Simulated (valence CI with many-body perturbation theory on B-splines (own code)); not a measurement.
# Forbidden lines of Cd XV

Computed by relativistic CI+MBPT: six valence electrons over a frozen Dirac-Fock core [Ar] 3d10, radial functions for each j: 9 s, 9 p, 8 d, 6 f, 3 g, 1 h, with the one-electron correlation potential Σ1 (screened to all orders), the two-electron term Σ2, the three-electron term Σ3, Breit, model QED; selected single and double excitations, second order for the rest, scaled by the run's own slope (own B-spline code, finite nucleus).

No measured levels were compared; by estimate levels hold to about 250 cm⁻¹ or 0.2 % of their energy and the worst to 1 %, as in measured heavy ions of charge 2 to 7; those with d or f electrons hold less well. Among the levels kept, up to 1200 cm⁻¹ of a level comes from second order outside the variational space, and about a tenth of that is noise between levels of different J, which matters for small intervals.

Lines 1 to 40 of 40 in falling wavelength, among levels below 681880 cm⁻¹, chosen from the decays that carry over 1 % of a level's rate. Wavelengths and rates use the calculated energies, so an error of 1000 cm⁻¹ moves a line at 449.3 nm by 4.5 % and its rate by three times that or more. Electric multipoles are in the length gauge, E1 and E2 with the static RPA response of the core. Weak lines are less certain than strong ones. Lines between different terms over intervals too small for the method are left out, as are lines whose strength nearly cancels. The highest levels of a list are the least certain. Branching is blank where the lifetime is uncertain.

Names give the largest LS component (configuration and term), which can be under half, so a name can repeat, a term be missing and a line seem to break the LS rules; names also repeat where a configuration has a term twice. Letters in brackets count levels of one name in rising energy.

| λ vac (nm) | Upper | Lower | Type | A (s⁻¹) | Branch % |
| --- | --- | --- | --- | --- | --- |
| 1172 | 4s2 4p3 4d 5D°_4 | 4s2 4p3 4d 5D°_3 [a] | M1 | 1.17e+01 | 4.5 |
| 561.6 | 4s2 4p3 4d 3F°_4 [a] | 4s2 4p3 4d 3F°_3 [a] | M1 | 4.97e+01 |  |
| 482.7 | 4s2 4p3 4d 3G°_5 | 4s2 4p3 4d 3G°_4 | M1 | 1.05e+02 |  |
| 449.3 | 4s2 4p3 4d 1G°_4 | 4s2 4p3 4d 3G°_3 | M1 | 4.82e+01 |  |
| 443.2 | 4s2 4p3 4d 3G°_4 | 4s2 4p3 4d 5D°_3 [b] | M1 | 1.55e+02 | 7.6 |
| 368.1 | 4s2 4p3 4d 1G°_4 | 4s2 4p3 4d 3F°_3 [a] | M1 | 1.60e+01 |  |
| 367.8 | 4s2 4p4 3P_1 | 4s2 4p4 3P_0 | M1 | 2.18e+02 | 6.4 |
| 351.1 | 4s2 4p4 3P_0 | 4s2 4p4 3P_2 | E2 | 7.23e-01 | 100.0 |
| 348.5 | 4s2 4p3 4d 3F°_4 [b] | 4s2 4p3 4d 3F°_3 [b] | M1 | 3.09e+02 | 2.9 |
| 323.1 | 4s2 4p3 4d 3F°_4 [a] | 4s2 4p3 4d 5D°_3 [b] | M1 | 1.47e+01 |  |
| 248.1 | 4s2 4p3 4d 1G°_4 | 4s2 4p3 4d 5D°_3 [b] | M1 | 3.39e+01 |  |
| 179.6 | 4s2 4p4 3P_1 | 4s2 4p4 3P_2 | M1 | 3.15e+03 | 93.3 |
| 174.7 | 4s2 4p3 4d 3G°_4 | 4s2 4p3 4d 5D°_4 | M1 | 1.68e+03 | 82.5 |
| 152.3 | 4s2 4p3 4d 3F°_4 [a] | 4s2 4p3 4d 5D°_4 | M1 | 3.77e+02 |  |
| 150.0 | 4s2 4p3 4d 3F°_4 [b] | 4s2 4p3 4d 3G°_5 | M1 | 1.15e+03 | 10.8 |
| 143.6 | 4s2 4p3 4d 3F°_4 [b] | 4s2 4p3 4d 1G°_4 | M1 | 4.73e+02 | 4.4 |
| 134.8 | 4s2 4p3 4d 3F°_4 [a] | 4s2 4p3 4d 5D°_3 [a] | M1 | 4.74e+02 |  |
| 133.4 | 4s2 4p4 1D_2 | 4s2 4p4 3P_2 | M1 | 2.62e+03 | 98.3 |
| 133.3 | 4s2 4p3 4d 1G°_4 | 4s2 4p3 4d 5D°_4 | M1 | 2.81e+02 |  |
| 128.3 | 4s2 4p3 4d 3G°_5 | 4s2 4p3 4d 5D°_4 | M1 | 4.29e+02 |  |
| 128.3 | 4s2 4p3 4d 3G°_5 | 4s2 4p3 4d 5D°_4 | E2 | 9.95e+00 |  |
| 126.6 | 4s2 4p3 4d 3F°_4 [b] | 4s2 4p3 4d 3F°_4 [a] | M1 | 7.98e+02 | 7.5 |
| 119.7 | 4s2 4p3 4d 1G°_4 | 4s2 4p3 4d 5D°_3 [a] | M1 | 1.11e+02 |  |
| 116.9 | 4s2 4p3 4d 1G°_4 | 4s2 4p3 4d 5D°_2 [a] | E2 | 8.68e+00 |  |
| 114.5 | 4s2 4p3 4d 3F°_4 [b] | 4s2 4p3 4d 3G°_4 | M1 | 4.22e+03 | 39.5 |
| 108.8 | 4s2 4p3 4d 3F°_4 [b] | 4s2 4p3 4d 3G°_3 | M1 | 7.34e+02 | 6.9 |
| 107.8 | 4s2 4p4 1S_0 | 4s2 4p4 3P_1 | M1 | 1.72e+04 | 99.0 |
| 103.3 | 4s2 4p3 4d 3F°_4 [b] | 4s2 4p3 4d 3F°_3 [a] | M1 | 3.07e+02 | 2.9 |
| 90.97 | 4s2 4p3 4d 3F°_4 [b] | 4s2 4p3 4d 5D°_3 [b] | M1 | 7.33e+02 | 6.9 |
| 69.94 | 4s2 4p3 4d 5D°_4 | 4s 4p5 3P°_2 | E2 | 1.28e+01 | 4.9 |
| 69.15 | 4s2 4p3 4d 3F°_4 [b] | 4s2 4p3 4d 5D°_4 | M1 | 1.05e+03 | 9.8 |
| 49.94 | 4s2 4p3 4d 3G°_4 | 4s 4p5 3P°_2 | E2 | 6.05e+01 | 3.0 |
| 45.88 | 4s2 4p3 4d 1G°_4 | 4s 4p5 3P°_2 | E2 | 1.61e+01 |  |
| 34.77 | 4s2 4p3 4d 3F°_4 [b] | 4s 4p5 3P°_2 | E2 | 6.75e+02 | 6.3 |
| 20.27 | 4s2 4p3 4d 3G°_4 | 4s2 4p4 1D_2 | M2 | 1.19e+02 | 5.8 |
| 19.93 | 4s2 4p3 4d 3F°_4 [a] | 4s2 4p4 1D_2 | M2 | 7.96e+01 |  |
| 19.57 | 4s2 4p3 4d 5D°_4 | 4s2 4p4 3P_2 | M2 | 2.34e+02 | 90.1 |
| 19.56 | 4s2 4p3 4d 1G°_4 | 4s2 4p4 1D_2 | M2 | 1.58e+02 |  |
| 17.06 | 4s2 4p3 4d 1G°_4 | 4s2 4p4 3P_2 | M2 | 1.73e+01 |  |
| 16.98 | 4s2 4p3 4d 3G°_5 | 4s2 4p4 3P_2 | E3 | 8.95e+00 |  |
